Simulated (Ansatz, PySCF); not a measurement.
Gas-phase reaction in SMILES: C[SiH](C)OB(O)O + 6 [H][H] (H2) → B (BH3) + 2 C (CH4) + 3 O (H2O) + [SiH4] (SiH4)
Geometries: B3LYP-D3(BJ)/def2-TZVP minima from Ansatz (an electronic-structure program), one conformer each, not searched for the lowest. Frequencies are from Ansatz or PySCF.

Quantity: energy of full hydrogenation (0 K, with B3LYP-D3(BJ) harmonic zero-point energies), in kcal/mol. Valence correlation only, unless marked. No spin-orbit coupling. Non-relativistic. Basis-set limits of correlation are two-point, X^-3; Hartree-Fock from the larger set.

```csv
level,program,energy of full hydrogenation (kcal/mol)
PBE/def2-TZVPD,Ansatz,99.3
PBE-D3(BJ)/def2-TZVPD,Ansatz + dftd3,103.8
BLYP-D3(BJ)/def2-TZVPD,Ansatz + dftd3,?
revPBE/def2-TZVPD,Ansatz,?
BHLYP-D3(BJ)/def2-TZVPD,Ansatz + dftd3,103.2
r2SCANh/def2-TZVPD,Ansatz,?
LC-wPBE-D4/def2-TZVPD,Ansatz + dftd4,?
wB97X-V/def2-TZVPD,Ansatz,103.0
B2GP-PLYP-D3(BJ)/def2-TZVPD,Ansatz + dftd3,108.4
RPA@PBE/cc-pV(T+d)Z,Ansatz,103.9
SCS-MP2/aug-cc-pV(T+d)Z,Ansatz,102.7
CCSD/6-31G*,Ansatz,123.6
CCSD/cc-pV(D+d)Z,Ansatz,96.6
"CCSD(T)/CBS(cc-pV(T+d)Z,cc-pV(Q+d)Z)",Ansatz,107.2
```

Question: What belongs in the gaps?

Answer: 
- BLYP-D3(BJ)/def2-TZVPD, energy of full hydrogenation (kcal/mol): 105.3
- revPBE/def2-TZVPD, energy of full hydrogenation (kcal/mol): 93.0
- r2SCANh/def2-TZVPD, energy of full hydrogenation (kcal/mol): 109.8
- LC-wPBE-D4/def2-TZVPD, energy of full hydrogenation (kcal/mol): 105.4
